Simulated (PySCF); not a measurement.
Work out the structure from these simulated measurements.

Formula: C13H7N.

| Item | Value |
| --- | --- |
| 1H NMR | chemical shifts (computed TMS as zero) by class: 7.84 (1 H), 7.67 (1 H), 7.63 (1 H), 7.62 (1 H), 7.50 (1 H), 7.45 (1 H), 7.27 (1 H) ppm [GIAO KT2/pcSseg-1] |
| UV, first state | lowest singlet excitation: 3.26 eV (381 nm, f = 0.023) [TDDFT CAM-B3LYP/def2-SVPD] |
| NMR, other nuclei | isotropic shieldings of nuclei other than C and H, by class: -45 (1 N) ppm [GIAO KT2/pcSseg-1] |
| Triplet | lowest triplet excitation (Tamm–Dancoff): 2.30 eV [TDA CAM-B3LYP/def2-SVPD] |
| Dipole | 5.50 D [CAM-B3LYP/def2-SVPD] |
| 13C NMR | chemical shifts (computed TMS as zero) by class: 133.1 (1 C), 132.2 (1 C), 131.3 (1 C), 126.1 (1 C), 124.5 (1 C), 123.7 (1 C), 123.5 (1 C), 123.0 (1 C), 121.2 (1 C), 121.1 (1 C), 119.3 (1 C), 111.4 (1 C), 107.5 (1 C) ppm [GIAO KT2/pcSseg-1] |
| UV, strongest line | among the 10 lowest singlet transitions: S9 at 6.27 eV (198 nm, f = 0.474) [TDDFT CAM-B3LYP/def2-SVPD] |
| Polarisability | 159.6 au [CAM-B3LYP/def2-SVPD] |
| Rotational structure | rotational constants A, B, C: 1.273, 0.647, 0.429 GHz [PBE0-D3(BJ)/def2-SVP] |
| Couplings | largest of the computed one-bond spin–spin couplings (means over like bonds): 13C–1H +182.4, 13C–1H +170.3, 13C–1H +168.6, 13C–1H +168.3, 13C–1H +168.1, 13C–1H +168.0, 13C–1H +167.9 Hz [B3LYP/pcJ-1, spin–dipole term left out] |

Gas-phase values; electronic properties from PySCF, density fitting. Levels stand in brackets. Isolated species at its PBE0-D3(BJ)/def2-SVP geometry, gas phase. Each NMR value is the plain mean over a class of atoms that symmetry, rotation or inversion makes alike.

Q: What is the compound? Reason from the data.

A: Numbering: `[N:1]#[C:2][C:3]1=[CH:4][c:5]2[cH:6][cH:7][cH:8][c:9]3[cH:10][cH:11][cH:12][c:13]1[c:14]23`. Its formula, C13H7N, gives 11 degrees of unsaturation: 3 rings and 8 π bonds in the structure found (Kekulé form). 13 carbons fall into 13 classes; from least to most shielded: alkene CH carbon [C4] (133.1 ppm), substituted aromatic carbon [C13] (132.2 ppm), substituted aromatic carbon [C5] (131.3 ppm), aromatic CH carbon [C8] (126.1 ppm), aromatic CH carbon [C10] (124.5 ppm), aromatic CH carbon [C11] (123.7 ppm), aromatic CH carbon [C7] (123.5 ppm), aromatic CH carbon [C6] (123.0 ppm), ring-fusion aromatic carbon [C9] (121.2 ppm), aromatic CH carbon [C12] (121.1 ppm), ring-fusion aromatic carbon [C14] (119.3 ppm), nitrile carbon [C2] (111.4 ppm); 1 more class is left out. Hydrogen classes from least to most shielded: 1 H on an aromatic CH carbon, C12 (7.84 ppm), 1 H on an aromatic CH carbon, C8 (7.67 ppm), 1 H on an aromatic CH carbon, C6 (7.63 ppm), 1 H on an aromatic CH carbon, C10 (7.62 ppm), 1 H on an aromatic CH carbon, C11 (7.50 ppm), 1 H on an aromatic CH carbon, C7 (7.45 ppm), 1 H on an alkene CH carbon, C4 (7.27 ppm). The other shieldings belong to: -45 ppm, nitrile nitrogen [N1]. The couplings run between: +182.4 Hz, alkene CH carbon [C4] and its hydrogen; +170.3 Hz, aromatic CH carbon [C12] and its hydrogen; +168.6 Hz, aromatic CH carbon [C10] and its hydrogen; +168.3 Hz, aromatic CH carbon [C8] and its hydrogen; +168.1 Hz, aromatic CH carbon [C11] and its hydrogen; +168.0 Hz, aromatic CH carbon [C6] and its hydrogen; +167.9 Hz, aromatic CH carbon [C7] and its hydrogen. The optimised geometry has point group Cs and is an asymmetric top. Structure: `C(#N)C1=Cc2c3c1cccc3ccc2` (1-cyanoacenaphthylene). The assignments are read from this structure; whether some other isomer fits the data as well wasn't checked.
